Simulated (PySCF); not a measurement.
PySCF input for GeH, SMILES [GeH] (connectivity only; charge and spin as stated), neutral, multiplicity 2, TDA-PBE/def2-TZVPD. Geometry: PBE0-D3(BJ)/def2-TZVPD.

```python
import numpy as np
from pyscf import gto, scf, dft, tdscf

mol = gto.M(
    atom='''
    Ge    0.00000000    0.00000000   -0.04851137
    H     0.00000000    0.00000000    1.55236379
    ''',
    basis='def2-TZVPD',
    charge=0,
    spin=1,
    max_memory=1600,
    verbose=4,
)
mf = dft.UKS(mol, xc='pbe').density_fit(auxbasis='def2-universal-jkfit')
mf.grids.level = 3
mf.conv_tol = 1e-9
mf.max_cycle = 100
mf.kernel()
fine, coarse = mf.grids, dft.Grids(mol).set(level=1).build(with_non0tab=True)
for _ in range(3):  # follow internal instabilities
    mf.grids = coarse
    mo, _, stable, _ = mf.stability(return_status=True, nroots=4)
    mf.grids = fine
    if stable:
        break
    mf.kernel(mf.make_rdm1(mo, mf.mo_occ))
mf.grids = dft.Grids(mol).set(level=1).build(with_non0tab=True)  # coarser grid for the response kernel
td = tdscf.TDA(mf)
td.nstates = 10
td.conv_tol = 1e-4
td.positive_eig_threshold = 1e-6
td.kernel(x0=td.get_init_guess(mf, 15))
td.analyze()
```

Output:

```
PySCF version 2.14.0

[INPUT] verbose = 4
[INPUT] num. atoms = 2
[INPUT] num. electrons = 33
[INPUT] charge = 0
[INPUT] spin (= nelec alpha-beta = 2S) = 1
[INPUT] symmetry False subgroup None
[INPUT] Mole.unit = angstrom
[INPUT] Symbol           X                Y                Z      unit          X                Y                Z       unit  Magmom
[INPUT]  1 Ge     0.000000000000   0.000000000000  -0.048511370000 AA    0.000000000000   0.000000000000  -0.091673203227 Bohr   0.0
[INPUT]  2 H      0.000000000000   0.000000000000   1.552363790000 AA    0.000000000000   0.000000000000   2.933542408792 Bohr   0.0

nuclear repulsion = 10.5777584489724
number of shells = 23
number of NR pGTOs = 117
number of NR cGTOs = 63
basis = def2-TZVPD
ecp = {}


[settings echo left out]
init E= -2076.50916328524

WARN: alpha nocc = 17  HOMO -0.127910277830577 >= LUMO -0.127910277830568

  beta  nocc = 16  HOMO = -0.250815187465736  LUMO = -0.127910277830581

WARN: HOMO -0.127910277830577 >= LUMO -0.127910277830581

cycle= 1 E= -2077.16633700382  delta_E= -0.657  |g|= 0.546  |ddm|= 0.906
  alpha nocc = 17  HOMO = -0.178868403921112  LUMO = -0.12951866371152
  beta  nocc = 16  HOMO = -0.242669320767836  LUMO = -0.160567565874496
  HOMO = -0.178868403921  LUMO = -0.160567565874  gap/eV = 0.49799
cycle= 2 E= -2077.13536536882  delta_E= 0.031  |g|= 0.711  |ddm|= 0.616
  alpha nocc = 17  HOMO = -0.15396155137288  LUMO = -0.102612810024772
  beta  nocc = 16  HOMO = -0.231065741915215  LUMO = -0.134062627798767
  HOMO = -0.153961551373  LUMO = -0.134062627799  gap/eV = 0.54148
cycle= 3 E= -2077.20871676267  delta_E= -0.0734  |g|= 0.0128  |ddm|= 0.337
  alpha nocc = 17  HOMO = -0.157491660938015  LUMO = -0.104131300677513
  beta  nocc = 16  HOMO = -0.236082892430778  LUMO = -0.136839768663244
  HOMO = -0.157491660938  LUMO = -0.136839768663  gap/eV = 0.56197
cycle= 4 E= -2077.20878574898  delta_E= -6.9e-05  |g|= 0.00492  |ddm|= 0.0225
  alpha nocc = 17  HOMO = -0.157013970757524  LUMO = -0.103219921206039
  beta  nocc = 16  HOMO = -0.235736162376497  LUMO = -0.13619709721401
  HOMO = -0.157013970758  LUMO = -0.136197097214  gap/eV = 0.56646
cycle= 5 E= -2077.20880560842  delta_E= -1.99e-05  |g|= 0.00154  |ddm|= 0.00812
  alpha nocc = 17  HOMO = -0.156996058400376  LUMO = -0.103045855745039
  beta  nocc = 16  HOMO = -0.235357601306962  LUMO = -0.136149787332869
  HOMO = -0.1569960584  LUMO = -0.136149787333  gap/eV = 0.56726
cycle= 6 E= -2077.20880802781  delta_E= -2.42e-06  |g|= 0.000168  |ddm|= 0.00305
  alpha nocc = 17  HOMO = -0.156992517272056  LUMO = -0.103002353951656
  beta  nocc = 16  HOMO = -0.235402736779087  LUMO = -0.136152167604766
  HOMO = -0.156992517272  LUMO = -0.136152167605  gap/eV = 0.56709
cycle= 7 E= -2077.20880805957  delta_E= -3.18e-08  |g|= 2.15e-05  |ddm|= 0.0004
  alpha nocc = 17  HOMO = -0.157000745476219  LUMO = -0.10300868275333
  beta  nocc = 16  HOMO = -0.235409124964815  LUMO = -0.136158627525836
  HOMO = -0.157000745476  LUMO = -0.136158627526  gap/eV = 0.56714
cycle= 8 E= -2077.20880806009  delta_E= -5.12e-10  |g|= 7.93e-06  |ddm|= 4.86e-05
  alpha nocc = 17  HOMO = -0.156997353649627  LUMO = -0.103005368074425
  beta  nocc = 16  HOMO = -0.23540662265017  LUMO = -0.136154875038145
  HOMO = -0.15699735365  LUMO = -0.136154875038  gap/eV = 0.56715
Extra cycle  E= -2077.20880806009  delta_E= -6.37e-12  |g|= 1.14e-05  |ddm|= 1.89e-05
converged SCF energy = -2077.20880806009  <S^2> = 0.75284861  2S+1 = 2.0028466
tot grids = 9888
uhf_internal: lowest eigs of H = [-1.11286216e-05  1.07493905e-01  2.49201930e-01  2.50001138e-01]
<class 'pyscf.df.df_jk.DFUKS'> wavefunction has an internal instability


******** <class 'pyscf.df.df_jk.DFUKS'> ********
method = DFUKS
initial guess = minao
damping factor = 0
level_shift factor = 0
DIIS = <class 'pyscf.scf.diis.CDIIS'>
diis_start_cycle = 1
diis_space = 8
diis_damp = 0
SCF conv_tol = 1e-09
SCF conv_tol_grad = None
SCF max_cycles = 100
direct_scf = False
number electrons alpha = 17  beta = 16
XC library pyscf.dft.libxc version 7.1.2
    S. Lehtola, C. Steigemann, M. J. T. Oliveira, and M. A. L. Marques,  SoftwareX 7, 1–5 (2018)
XC functionals = pbe
    J. P. Perdew, K. Burke, and M. Ernzerhof,  Phys. Rev. Lett. 77, 3865 (1996)
    J. P. Perdew, K. Burke, and M. Ernzerhof,  Phys. Rev. Lett. 78, 1396 (1997)
    J. P. Perdew, K. Burke, and M. Ernzerhof,  Phys. Rev. Lett. 77, 3865 (1996)
    J. P. Perdew, K. Burke, and M. Ernzerhof,  Phys. Rev. Lett. 78, 1396 (1997)
radial grids:
    Treutler-Ahlrichs [JCP 102, 346 (1995); DOI:10.1063/1.469408] (M4) radial grids

becke partition: Becke, JCP 88, 2547 (1988); DOI:10.1063/1.454033
pruning grids: <function nwchem_prune>
grids dens level: 3
symmetrized grids: False
atomic radii adjust function: <function treutler_atomic_radii_adjust>
small_rho_cutoff = 0
Set gradient conv threshold to 3.16228e-05
init E= -2077.20615813709
  alpha nocc = 17  HOMO = -0.158605139919686  LUMO = -0.102711197639202
  beta  nocc = 16  HOMO = -0.235514914301951  LUMO = -0.136671554675645
  HOMO = -0.15860513992  LUMO = -0.136671554676  gap/eV = 0.59684
cycle= 1 E= -2077.20854501126  delta_E= -0.00239  |g|= 0.0189  |ddm|= 0.29
  alpha nocc = 17  HOMO = -0.156435414939226  LUMO = -0.102313086703724
  beta  nocc = 16  HOMO = -0.235044216156792  LUMO = -0.135990778554874
  HOMO = -0.156435414939  LUMO = -0.135990778555  gap/eV = 0.55633
cycle= 2 E= -2077.20875458004  delta_E= -0.00021  |g|= 0.00863  |ddm|= 0.117
  alpha nocc = 17  HOMO = -0.156987995933906  LUMO = -0.103047835058798
  beta  nocc = 16  HOMO = -0.235383400631486  LUMO = -0.136182544439145
  HOMO = -0.156987995934  LUMO = -0.136182544439  gap/eV = 0.56615
cycle= 3 E= -2077.20880735266  delta_E= -5.28e-05  |g|= 0.00191  |ddm|= 0.0385
  alpha nocc = 17  HOMO = -0.156941720743495  LUMO = -0.102974088705154
  beta  nocc = 16  HOMO = -0.235376109139051  LUMO = -0.136114838051555
  HOMO = -0.156941720743  LUMO = -0.136114838052  gap/eV = 0.56673
cycle= 4 E= -2077.20880799908  delta_E= -6.46e-07  |g|= 0.000533  |ddm|= 0.00134
  alpha nocc = 17  HOMO = -0.156998460355235  LUMO = -0.103006932221947
  beta  nocc = 16  HOMO = -0.235410124190159  LUMO = -0.136157242140494
  HOMO = -0.156998460355  LUMO = -0.13615724214  gap/eV = 0.56712
cycle= 5 E= -2077.20880805474  delta_E= -5.57e-08  |g|= 3.1e-05  |ddm|= 0.000577
  alpha nocc = 17  HOMO = -0.157000133184543  LUMO = -0.103008010531815
  beta  nocc = 16  HOMO = -0.235406163396043  LUMO = -0.136158032014955
  HOMO = -0.157000133185  LUMO = -0.136158032015  gap/eV = 0.56714
cycle= 6 E= -2077.20880805519  delta_E= -4.53e-10  |g|= 2.35e-05  |ddm|= 8.23e-05
  alpha nocc = 17  HOMO = -0.156997078477739  LUMO = -0.10300508050526
  beta  nocc = 16  HOMO = -0.235409085898129  LUMO = -0.136154563940733
  HOMO = -0.156997078478  LUMO = -0.136154563941  gap/eV = 0.56715
Extra cycle  E= -2077.20880805498  delta_E= 2.08e-10  |g|= 2.77e-05  |ddm|= 7.52e-05
converged SCF energy = -2077.20880805498  <S^2> = 0.75284869  2S+1 = 2.0028467
uhf_internal: lowest eigs of H = [-4.80957041e-06  1.07502724e-01  2.49216982e-01  2.49983554e-01]
<class 'pyscf.df.df_jk.DFUKS'> wavefunction is stable in the internal stability analysis
tot grids = 9888
Overwritten attributes  positive_eig_threshold  of <class 'pyscf.tdscf.uks.TDA'>


******** <class 'pyscf.tdscf.uks.TDA'> for <class 'pyscf.df.df_jk.DFUKS'> ********
nstates = 10
deg_eia_thresh = 1.000e-03
wfnsym = None
conv_tol = 0.0001
eigh lindep = 1e-12
eigh level_shift = 0
eigh max_cycle = 100


Excitation energies (eV)
[0.12137693 2.10489794 3.12462963 3.57754152 4.15636797 4.93160613
 5.92071398 5.99464312 6.06219451 6.08257991]

** Excitation energies and oscillator strengths **
Excited State   1:      0.12138 eV  10214.81 nm  f=0.0000
      17a ->   18a      0.99946
Excited State   2:      2.10490 eV    589.03 nm  f=0.0000
      16a ->   18a      0.73222
      16b ->   17b     -0.67727
Excited State   3:      3.12463 eV    396.80 nm  f=0.0125
      16a ->   18a      0.67400
      16b ->   17b      0.72538
Excited State   4:      3.57754 eV    346.56 nm  f=0.0057
      16b ->   18b      0.99278
Excited State   5:      4.15637 eV    298.30 nm  f=0.0508
      17a ->   19a      0.99811
Excited State   6:      4.93161 eV    251.41 nm  f=0.1042
      17a ->   20a      0.99390
Excited State   7:      5.92071 eV    209.41 nm  f=0.0172
      16a ->   19a     -0.38635
      16a ->   20a      0.12415
      17a ->   21a     -0.64848
      16b ->   19b      0.61390
      16b ->   20b     -0.18154
Excited State   8:      5.99464 eV    206.82 nm  f=0.1040
      17a ->   22a      0.97880
      15b ->   17b      0.17921
Excited State   9:      6.06219 eV    204.52 nm  f=0.0346
      16a ->   19a     -0.51112
      16a ->   20a      0.25725
      17a ->   21a      0.72667
      16b ->   19b      0.36362
Excited State  10:      6.08258 eV    203.83 nm  f=0.0000
      17a ->   23a      0.99900

** Transition electric dipole moments (AU) **
state          X           Y           Z        Dip. S.      Osc.
  1        -0.0000      0.0000      0.0000      0.0000      0.0000
  2         0.0048     -0.0066     -0.0000      0.0001      0.0000
  3         0.2385     -0.3255     -0.0000      0.1628      0.0125
  4        -0.2059     -0.1509      0.0000      0.0651      0.0057
  5         0.5700      0.4176     -0.0000      0.4993      0.0508
  6         0.7492      0.5489     -0.0000      0.8627      0.1042
  7         0.0000     -0.0000     -0.3444      0.1186      0.0172
  8         0.4973     -0.6787     -0.0000      0.7079      0.1040
  9         0.0000     -0.0000      0.4828      0.2331      0.0346
 10        -0.0000     -0.0000     -0.0008      0.0000      0.0000

** Transition velocity dipole moments (imaginary part, AU) **
state          X           Y           Z        Dip. S.      Osc.
  1         0.0000     -0.0000      0.0000      0.0000      0.0000
  2         0.0026     -0.0035      0.0000      0.0000      0.0002
  3        -0.0252      0.0345      0.0000      0.0018      0.0106
  4         0.0128      0.0094     -0.0000      0.0003      0.0013
  5         0.1138      0.0834     -0.0000      0.0199      0.0869
  6         0.1240      0.0909     -0.0000      0.0236      0.0870
  7         0.0000     -0.0000     -0.0735      0.0054      0.0166
  8         0.1006     -0.1373     -0.0000      0.0290      0.0877
  9         0.0000     -0.0000      0.1021      0.0104      0.0312
 10        -0.0000     -0.0000     -0.0002      0.0000      0.0000

** Transition magnetic dipole moments (imaginary part, AU) **
state          X           Y           Z
  1        -0.0000     -0.0000     -1.0017
  2         0.0449      0.0329     -0.0000
  3         1.0341      0.7577     -0.0000
  4         0.5368     -0.7326     -0.0000
  5         0.1028     -0.1402     -0.0000
  6        -0.2129      0.2906      0.0000
  7        -0.0000      0.0000     -0.0000
  8         0.1286      0.0942     -0.0000
  9        -0.0000      0.0000     -0.0000
 10         0.0000     -0.0000     -0.0007
```

The run converged.

Cost: very roughly 15 core-seconds.
